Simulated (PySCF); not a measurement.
A side-by-side comparison of computed properties.

First species: C5H4F4O.
Structure used (GFN2-xTB), in Å, numbered top down from 1:
```xyz
14
C5H4F4O angstrom
F     -0.039    2.262   -0.638
C      0.334    1.036   -0.313
C     -0.427   -0.001    0.020
C     -1.909   -0.110    0.124
F     -2.295   -0.442    1.369
F     -2.389   -1.075   -0.682
F     -2.549    1.015   -0.194
C      0.470   -1.172    0.309
O      1.792   -0.698    0.097
C      1.784    0.664   -0.281
H      0.362   -1.521    1.345
H      0.269   -2.016   -0.364
H      2.258    0.789   -1.264
H      2.339    1.267    0.451
```

Second species: C5H8FNO.
Numbering: `[CH2:1]=[CH:2][C@@H:3]([F:4])[C:5](=[O:6])[NH:7][CH3:8]` (hydrogens: H9, H10 on C1; H11 on C2; H12 on C3; H13 on N7; H14, H15, H16 on C8)

Cartesian coordinates in Å at the GFN2-xTB level; atoms count from 1:
```xyz
16
C5H8FNO angstrom
C     -2.5226    0.6548   -0.7901
C     -1.9357    0.0330    0.2147
C     -0.8673   -1.0066    0.0575
F     -0.6957   -1.3602   -1.2674
C      0.4473   -0.4538    0.6410
O      0.6248   -0.3982    1.8378
N      1.3161   -0.0215   -0.2851
C      2.6051    0.5276    0.0556
H     -2.2831    0.4257   -1.8150
H     -3.2776    1.4032   -0.6267
H     -2.1665    0.2526    1.2467
H     -1.1310   -1.9223    0.6012
H      1.0900   -0.1244   -1.2622
H      3.4071   -0.0813   -0.3655
H      2.6853    0.5318    1.1413
H      2.6961    1.5487   -0.3181
```

Levels: PBE0/def2-SVPD for dipole moment, HOMO energy, LUMO energy, HOMO–LUMO gap, static isotropic polarisability and electronic spatial extent ⟨r²⟩ about the centre of nuclear charge; TDDFT PBE0/def2-SVPD for lowest singlet excitation; TDA PBE0/def2-SVPD for lowest triplet excitation (Tamm–Dancoff); GFN2-xTB for rotational constant A and rotational constant C. Geometries: GFN2-xTB. Each species is one conformer at its optimised geometry, gas phase, non-relativistic unless stated. Electronic properties by PySCF.

Dipoles, sizes and rotational constants follow the conformer. The torsions of the flexible species, by atom-mapped SMILES:
- `[F:1][C:2]1=[C:3]([C:4]([F:5])([F:6])[F:7])[CH2:8][O:9][CH2:10]1`: C2–C3–C4–F5 -120°
- `[CH2:1]=[CH:2][C@@H:3]([F:4])[C:5](=[O:6])[NH:7][CH3:8]`: C1–C2–C3–F4 -8°, C2–C3–C5–O6 76°, C3–C5–N7–C8 180°

(1) Which of the two has the higher T1 energy, and by how much?

(2) Which has the higher HOMO–LUMO gap?

(3) Which of the two has the higher HOMO energy, and by how much?

(4) Which of the two has the higher rotational constant A, and by how much?

(5) Which of the two has the higher LUMO energy, and by how much?

(6) Which of the two has the higher dipole moment, and by how much?

(7) Which has the higher ⟨r²⟩?

(8) Which of the two has the higher rotational constant C, and by how much?

Results:

(1) The second: 4.40 eV against 4.27 eV, a difference of 0.13 eV.

(2) The second: 7.18 eV against 7.00 eV, a difference of 0.18 eV.

(3) The second: -7.46 eV against -7.69 eV, a difference of 0.23 eV.

(4) The second: 3.340 GHz against 2.087 GHz, a difference of 1.253 GHz.

(5) The second: -0.28 eV against -0.69 eV, a difference of 0.41 eV.

(6) The second: 2.50 D against 1.90 D, a difference of 0.60 D.

(7) The first: 1335 bohr² against 1060 bohr², a difference of 275 bohr².

(8) The second: 1.227 GHz against 0.816 GHz, a difference of 0.411 GHz.

On the first: The principal polarisabilities are 50.1, 62.4 and 78.8 au; their mean is the isotropic value. In wavenumbers S1 is 47900 cm⁻¹ (1 eV = 8065.54 cm⁻¹).

On the second: The dipole matches unit charges of opposite sign 0.52 Å apart (1 e·Å = 4.8032 D). The polarisability is 10.84 Å³ as a volume (1 au = 0.148185 Å³), or 1.18 au for each of the 62 electrons.
